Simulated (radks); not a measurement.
Values are calculated unless marked as measured or tabulated.
Spin polarisation of the 2p2 shell in F3+. Start: [He] 2s2 2p(up 1, down 1); electrons of 2p are moved from spin down to spin up, other shells keep equal spins. Level of theory: scalar-relativistic Kohn-Sham, PBEsol, spin-polarised, spherical densities, point nucleus (a radial shooting solver on a logarithmic mesh with Libxc functionals).

moment (Bohr magnetons)  E - E(0) (eV)  e(2p up) (eV)  e(2p down) (eV)  2s down minus up (eV)  1s down minus up (eV)
0                                0.000        -72.587          -72.587                  0.000                  0.000
0.5                             -0.185        -73.287          -71.804                  1.369                  0.588
1                               -0.743        -73.913          -70.930                  2.758                  1.177
1.5                             -1.680        -74.467          -69.952                  4.183                  1.771
2                               -3.004        -74.950          -68.861                  5.659                  2.369

At moment 2 the spin-polarisation energy is -3.004 eV and the 2p exchange splitting 6.089 eV, that is 3.045 eV per Bohr magneton; E = -I m^2/4 would give I = 3.004 eV.
